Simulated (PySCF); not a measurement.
BH₂O₂, SMILES O[B]O, multiplicity 2. Atoms are numbered in the order given.

```xyz
5

O      0.0000     1.2210     0.0411
B      0.0000     0.0000    -0.5365
O      0.0000    -1.2210     0.0411
H      0.0000     1.2322     1.0121
H      0.0000    -1.2322     1.0121
```
Charge 0, spin multiplicity 2.

Coordinates come from a r2SCAN-D4/def2-TZVP optimisation. The isomer is the one that the SMILES or the coordinates give; other isomers of the formula were not compared. The values are those of a single conformer.

Method: B3LYP/pcH-1 (PySCF).

Unrestricted Kohn–Sham, ⟨S²⟩ = 0.752. Hyperfine tensors hold the contact and dipolar terms, without spin-orbit corrections.

**Question.** Estimate the hyperfine couplings. (The exact figures need the calculation; the answer reports its results.)

**Answer.** 
```csv
nucleus,A(iso) (MHz),A(iso) (G),dipolar principal values (MHz)
17O no. 1,-183.9,-65.6,"-6.4, 1.3, 5.1"
11B no. 2,690.7,246.4,"-36.7, -31.0, 67.8"
17O no. 3,-183.9,-65.6,"-6.4, 1.3, 5.1"
1H no. 4,88.1,31.4,"-3.1, -3.0, 6.2"
1H no. 5,88.1,31.4,"-3.1, -3.0, 6.2"
```

**Question.** And the g tensor (effective nuclear charges for spin-orbit coupling, GIAO)? (Estimate from the structure and the level; the computed values follow.)

**Answer.** principal values 2.0010, 2.0019, 2.0022; isotropic 2.0017.
